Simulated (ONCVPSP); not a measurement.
## osmium: from the effect back to the setting (ONCV)

Base potential:

ONCVPSP 4.0.1 input, shortened (lines: element, Z, core and valence counts, functional; n l f; lmax; l rc ep ncon nbas qcut; lloc lpopt rc5 dvloc0; l nproj debl; icmod fcfact rcfact), LDA (Perdew-Wang 92), scalar-relativistic:

```
  Os 76.00   11    3  -001012      upf
    1    0    2.00
    2    0    2.00
    2    1    6.00
    3    0    2.00
    3    1    6.00
    3    2   10.00
    4    0    2.00
    4    1    6.00
    4    2   10.00
    4    3   14.00
    5    0    2.00
    5    1    6.00
    5    2    6.00
    6    0    2.00
    2
    0    1.95    0.00    3    6    2.70
    1    1.10    0.00    3    6    7.20
    2    1.50    0.00    4    7    6.50
    4    5    0.85    6.00
    0    3    2.50
    1    1    2.30
    2    2    2.70
    1    0.45    0.00
```

Cutoffs, loose and tight: the cutoffs (Ha) at which the residual kinetic energy of the hardest occupied pseudo-wave falls to 1 and 0.1 mHa per electron. They do not see the model core or the augmentation charge, which bear on the density cutoff. Test errors are all-electron minus pseudo excitation energies from the reference, over the configurations 5p6 5d6 6s1; 5p6 5d6 6s0; 5p6 5d5 6s0; 5p6 5d6 6s0 6p1; variants that change the core or the reference have their own tests.

Only the scale of all radii but the core radius (base = 1) is moved (2 further runs of the sweep failed or gave no value and are left out):

| scale of all radii but the core radius (base = 1) | cutoff, loose | cutoff, tight | bound ghosts | largest test error (meV) |
| --- | --- | --- | --- | --- |
| 0.91 | 84 Ha | 112 Ha | s, p | -25 over the solved tests; 1 of 4 tests not solved or not reliable |
| 1.02 | 73 Ha | 123 Ha | s | +113 |
| 1.08 | 50 Ha | 108 Ha | s | 3 of 4 tests not solved or not reliable |
| 1.14 | 28 Ha | 77 Ha | s | +101 |
| 1.18 | 26 Ha | 70 Ha | s | +94 |
| 1.24 | 23 Ha | 60 Ha | s | +87 |
| 1.34 | 20 Ha | 26 Ha | none | +88 |

Problem. One more run gave cutoff, loose: 83 Ha; cutoff, tight: 132 Ha; bound ghosts: s; largest test error (meV): +427. Which value of the scale of all radii but the core radius (base = 1) was used?

Solution. 0.95. The loose cutoff moves one way along this sweep, from 84 Ha at 0.91 to 20 Ha at 1.34, which places the run between 0.91 and 1.02.
